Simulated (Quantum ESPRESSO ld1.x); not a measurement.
The numbers below are computed, except where a source is named.
Question: The aim is the ytterbium ion Yb+ in [Xe] 4f14 6s1. This ld1.x (Quantum ESPRESSO 7.5) run was made with `OMP_NUM_THREADS=1 ld1.x < ld1.in > ld1.out`. Can the result be used? Name any fault.

```
 &input
    zed=70.0,
    iswitch=1,
    rel=1,
    lsd=1,
    dft='PW',
    config='[Xe] 4f14 6s1 2d1',
    verbosity='high',
    prefix='ld1',
    max_out_wfc=37,
    file_charge='ld1.rho',
 /
```

Output (excerpt):

```
     Program LD1 v.7.5 starts

 %%%%%%%%%%%%%%%%%%%%%%%%%%%%%%%%%%%%%%%%%%%%%%%%%%%%%%%%%%%%%%%%%%%%%%%%%%%%%%
     Error in routine el_config (14):
     main/angular quantum number mismatch
 %%%%%%%%%%%%%%%%%%%%%%%%%%%%%%%%%%%%%%%%%%%%%%%%%%%%%%%%%%%%%%%%%%%%%%%%%%%%%%

     stopping ...
```

Answer: No (refused). The line at issue: config='[Xe] 4f14 6s1 2d1'. The program stops in el_config with "main/angular quantum number mismatch": l must be smaller than n. The sound input gives -14050.934 hartree.
